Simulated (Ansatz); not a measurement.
`[NH2][Ti]([OH])([OH])[F]` and `[CH3][Ti]([OH])([OH])[F]` differ in one atom or group.

Ansatz, PBE0-D4/def2-TZVP geometries, multiplicity 1. Each molecule was computed in one conformer, which needn't be the lowest.

Scalar relativity is left out up to krypton.

```csv
property,`[NH2][Ti]([OH])([OH])[F]`
HOMO energy (B3LYP/def2-TZVPP) / eV,-7.36
HOMO energy (PBE/def2-TZVPP) / eV,-6.14
HOMO–LUMO gap (PBE/def2-TZVPP) / eV,3.68
HOMO energy (PBE0/def2-TZVPP) / eV,-7.59
"ideal-gas entropy at 298 K and 1 bar (rigid rotor, harmonic PBE0-D4/def2-TZVP) / J/(mol·K)",371
HOMO–LUMO gap (PBE0/def2-TZVPP) / eV,6.16
```

Question: What does the change do to each property? (Best estimate.)

Answer: Computed: 
```csv
property,`[CH3][Ti]([OH])([OH])[F]`,shift
HOMO energy (B3LYP/def2-TZVPP) / eV,-7.69,-0.33
HOMO energy (PBE/def2-TZVPP) / eV,-6.46,-0.32
HOMO–LUMO gap (PBE/def2-TZVPP) / eV,3.87,0.19
HOMO energy (PBE0/def2-TZVPP) / eV,-7.93,-0.34
"ideal-gas entropy at 298 K and 1 bar (rigid rotor, harmonic PBE0-D4/def2-TZVP) / J/(mol·K)",376,5
HOMO–LUMO gap (PBE0/def2-TZVPP) / eV,6.47,0.31
```

The zero-point energy changes by 26.6 kJ/mol with +3 modes.

B3LYP here is the variant with VWN-RPA as its local correlation; programs differ in this.
